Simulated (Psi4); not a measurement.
HfO$_{2}$, charge -1, doublet, at a GFN2-xTB geometry (such geometries of metal compounds can be far from the true shape) (the multiplicity is a formal guess) (core potentials on Hf) (a gas-phase anion, which may not be bound at this level); Psi4 with REVPBE/def2-SVP.

Input for Psi4:
```
memory 2 GB

molecule mol {
-1 2
  Hf    0.079304   -0.000913    0.093590
  O     0.875300    0.281972   -1.462537
  O    -1.589040   -0.273759    0.620225
}

set basis def2-svp
set reference uks

energy('revpbe')
print_variables()
```

Problem. Predict the main parts of the log of this Psi4 run.

Solution. 
```
   => Loading Basis Set <=

    Name: DEF2-SVP
    Role: ORBITAL
    Keyword: BASIS

    !!!  WARNING: ECP capability is in beta. Please check occupations closely.  !!!

         ---------------------------------------------------------
                                   SCF
               by Justin Turney, Rob Parrish, Andy Simmonett
                          and Daniel G. A. Smith
                              UKS Reference
         ---------------------------------------------------------

  ==> Geometry <==

    Molecular point group: cs
    Full point group: Cs

    Geometry (in Angstrom), charge = -1, multiplicity = 2:

       Center              X                  Y                   Z               Mass
    ------------   -----------------  -----------------  -----------------  -----------------
         HF          -0.065219902604     0.078218029591     0.000000000000   179.946557000000
         O           -0.890442549049    -1.488361805324     0.000000000000    15.994914619570
         O            1.624181815595     0.608390548519     0.000000000000    15.994914619570

  Running in cs symmetry.

  Rotational constants: A =      1.36336  B =      0.19664  C =      0.17185 [cm^-1]
  Rotational constants: A =  40872.41340  B =   5894.98072  C =   5151.92462 [MHz]
  Nuclear repulsion =   67.725581267188076

  Charge       = -1
  Multiplicity = 2
  Electrons    = 29
  Nalpha       = 15
  Nbeta        = 14

  ==> Algorithm <==

  SCF Algorithm Type is DF.
  DIIS enabled.
  MOM disabled.
  Fractional occupation disabled.
  Guess Type is SAD.
  Energy threshold   = 1.00e-06
  Density threshold  = 1.00e-06
  Integral threshold = 1.00e-12

  ==> Primary Basis <==

  Basis Set: DEF2-SVP
    Blend: DEF2-SVP
    Number of shells: 24
    Number of basis functions: 60
    Number of Cartesian functions: 67
    Spherical Harmonics?: true
    Max angular momentum: 3

  Core potential: DEF2-SVP
    Number of shells: 4
    Number of ECP primitives: 10
    Number of ECP core electrons: 60
    Max angular momentum: 3

  ==> DFT Potential <==

   => LibXC <=

    Version 7.1.2
    S. Lehtola, C. Steigemann, M. J. T. Oliveira, and M. A. L. Marques,  SoftwareX 7, 1–5 (2018) (10.1016/j.softx.2017.11.002)

   => Composite Functional: REVPBE <=

    revPBE GGA Exchange-Correlation Functional

    Y. Zhang and W. Yang, Phys. Rev. Lett. 80, 890, 1998

    Deriv               =              1
    GGA                 =           TRUE
    Meta                =          FALSE

[...]

   @Spin Contamination Metric:   3.304887706E-03
   @S^2 Expected:                7.500000000E-01
   @S^2 Observed:                7.533048877E-01
   @S   Expected:                5.000000000E-01
   @S   Observed:                5.000000000E-01

    Orbital Energies [Eh]
    ---------------------

    Alpha Occupied:

[...]
    Alpha Virtual:

[...]
    Beta Occupied:

[...]
    Beta Virtual:

[...]
      42Ap   707.202624

    Final Occupation by Irrep:
             Ap   App
    DOCC [    11,    3 ]
    SOCC [     1,    0 ]
    NA   [    12,    3 ]
    NB   [    11,    3 ]

  @DF-UKS Final Energy:  -198.41351614076143

   => Energetics <=

    Nuclear Repulsion Energy =             67.7255812671880761
    One-Electron Energy =                -428.5471240528892167
    Two-Electron Energy =                 185.7730482076902376
    DFT Exchange-Correlation Energy =     -23.3650215627505453
    Empirical Dispersion Energy =           0.0000000000000000
    VV10 Nonlocal Energy =                  0.0000000000000000
    Total Energy =                       -198.4135161407614305

  UHF NO Occupations:
  HONO-2 :   11 Ap 1.9994721
  HONO-1 :    3App 1.9993984
  HONO-0 :   12 Ap 1.0000000
  LUNO+0 :    4App 0.0006016
  LUNO+1 :   13 Ap 0.0005279
  LUNO+2 :    5App 0.0002299
  LUNO+3 :   14 Ap 0.0001670

Computation Completed

Properties will be evaluated at   0.000000,   0.000000,   0.000000 [a0]

Properties computed using the SCF density matrix

 Multipole Moments:

 ------------------------------------------------------------------------------------
     Multipole            Electronic (a.u.)      Nuclear  (a.u.)        Total (a.u.)
 ------------------------------------------------------------------------------------

 L = 1.  Multiply by 2.5417464519 to convert [e a0] to [Debye]
 Dipole X            :        -10.2300227            9.6135570           -0.6164657
 Dipole Y            :         12.2688447          -11.5295095            0.7393351
 Dipole Z            :          0.0000000            0.0000000            0.0000000
 Magnitude           :                                                    0.9626247

 ------------------------------------------------------------------------------------

  Variable Map:
  ----------------------------------------------------------------------------
[...]
  Array Variable Map:
  ----------------------------------------------------------------------------
[...]
[...]
```
